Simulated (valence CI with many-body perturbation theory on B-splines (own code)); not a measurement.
**Forbidden lines of Mo20+**

Level of theory: relativistic CI+MBPT: four valence electrons over a frozen Dirac-Fock core [Ar], radial functions for each j: 7 s, 7 p, 8 d, 6 f, 4 g, 1 h, with the one-electron correlation potential Σ1, the two-electron term Σ2, the three-electron term Σ3, Breit, model QED; selected CI, second order for the rest, scaled by the run's own slope (own B-spline code, finite nucleus).

No measured spectrum was set against this ion. As an estimate, terms of the open shell hold to 2 to 4 % of their energy, and close levels can change places. Only levels of the ground parity were solved; by the run's estimate the other parity begins above the list, which can be wrong where configurations are misplaced.

Lines 51 to 100 of 120 in falling wavelength, among levels below 50.325 eV, chosen from the decays that carry over 1 % of a level's rate. Wavelengths and rates use the calculated energies, so an error of 2000 cm⁻¹ moves a line at 1792 Å by 3.6 % and its rate by three times that or more. Weak lines are less certain than strong ones. Lines between different terms over intervals too small for the method are left out, as are lines whose strength nearly cancels. Branching is blank where the lifetime is uncertain.

Names give the largest LS component (configuration and term), which can be under half, so a name can repeat, a term be missing and a line seem to break the LS rules; names also repeat where a configuration has a term twice. Letters in brackets count levels of one name in rising energy.

```tsv
λ vac (Å)	Upper	Lower	Type	A (s⁻¹)	Branch %
1792	3d4 3G_3	3d4 5D_4	M1	4.59e+01	5.0
1769	3d4 3H_5	3d4 5D_4	M1	4.03e+01	32.6
1713	3d4 1D_2 [a]	3d4 3P_2 [a]	M1	3.38e+02	14.4
1669	3d4 3P_0 [a]	3d4 5D_1	M1	3.04e+03	100.0
1645	3d4 3F_3 [b]	3d4 1G_4 [a]	M1	2.78e+02	
1565	3d4 3G_3	3d4 5D_3	M1	5.51e+02	60.3
1531	3d4 3P_2 [b]	3d4 3D_2	M1	4.19e+02	24.9
1483	3d4 1F_3	3d4 3G_4	M1	1.28e+02	
1480	3d4 3F_2 [a]	3d4 5D_3	M1	2.40e+01	2.2
1471	3d4 1F_3	3d4 3P_2 [a]	M1	1.82e+02	
1461	3d4 1G_4 [a]	3d4 3H_5	M1	2.08e+02	10.4
1443	3d4 1S_0 [a]	3d4 3P_1 [a]	M1	2.74e+03	99.2
1384	3d4 3F_4 [a]	3d4 5D_4	M1	4.88e+02	41.5
1361	3d4 3G_3	3d4 5D_2	M1	2.86e+02	31.4
1351	3d4 3F_2 [b]	3d4 3D_1	M1	4.29e+02	15.8
1349	3d4 3P_1 [a]	3d4 5D_2	M1	2.01e+03	88.1
1331	3d4 1F_3	3d4 3F_4 [a]	M1	1.25e+02	
1304	3d4 3D_1	3d4 3P_0 [a]	M1	7.06e+02	29.6
1296	3d4 3F_2 [a]	3d4 5D_2	M1	5.53e+02	50.7
1277	3d4 1D_2 [a]	3d4 3F_2 [a]	M1	2.01e+02	8.5
1270	3d4 3F_4 [b]	3d4 3G_5	M1	2.73e+02	
1251	3d4 3G_4	3d4 5D_4	M1	3.14e+02	43.6
1248	3d4 3F_2 [b]	3d4 3D_2	M1	4.24e+02	15.7
1246	3d4 3F_4 [b]	3d4 3D_3	M1	6.20e+02	
1245	3d4 3F_4 [a]	3d4 5D_3	M1	1.53e+02	13.0
1230	3d4 1D_2 [a]	3d4 3P_1 [a]	M1	2.75e+02	11.7
1220	3d4 1D_2 [a]	3d4 3G_3	M1	5.90e+02	25.1
1179	3d4 1G_4 [a]	3d4 3H_4	M1	6.36e+01	3.2
1167	3d4 3F_3 [a]	3d4 5D_4	M1	2.23e+02	21.4
1143	3d4 3P_2 [a]	3d4 5D_3	M1	3.84e+02	59.4
1139	3d4 3F_2 [a]	3d4 5D_1	M1	5.13e+02	47.0
1136	3d4 3G_4	3d4 5D_3	M1	2.11e+02	29.2
1122	3d4 3F_4 [b]	3d4 3F_3 [a]	M1	1.71e+02	
1095	3d4 3F_3 [b]	3d4 3D_3	M1	1.16e+02	
1092	3d4 1F_3	3d4 3G_3	M1	2.48e+02	
1067	3d4 3F_3 [a]	3d4 5D_3	M1	3.12e+02	29.9
1058	3d4 3D_3	3d4 5D_4	M1	5.18e+02	34.2
1055	3d4 3F_4 [b]	3d4 3G_4	M1	3.59e+01	
1042	3d4 3G_5	3d4 5D_4	M1	4.79e+01	7.8
1035	3d4 3F_2 [b]	3d4 3F_3 [a]	M1	1.23e+03	45.5
1030	3d4 3P_2 [a]	3d4 5D_2	M1	1.02e+01	1.6
975.5	3d4 3F_4 [b]	3d4 3F_4 [a]	M1	8.62e+02	
975.0	3d4 3D_3	3d4 5D_3	M1	2.38e+02	15.7
971.6	3d4 3F_2 [b]	3d4 3P_2 [a]	M1	1.01e+02	3.7
967.7	3d4 3F_3 [a]	3d4 5D_2	M1	1.20e+02	11.5
944.9	3d4 3F_3 [b]	3d4 3G_4	M1	1.47e+02	
932.7	3d4 1F_3	3d4 3H_4	M1	1.91e+02	
928.6	3d4 3P_2 [a]	3d4 5D_1	M1	8.75e+01	13.5
906.8	3d4 3D_2	3d4 5D_3	M1	1.50e+03	69.4
900.3	3d4 3P_2 [b]	3d4 3P_1 [a]	M1	2.23e+02	13.3
```
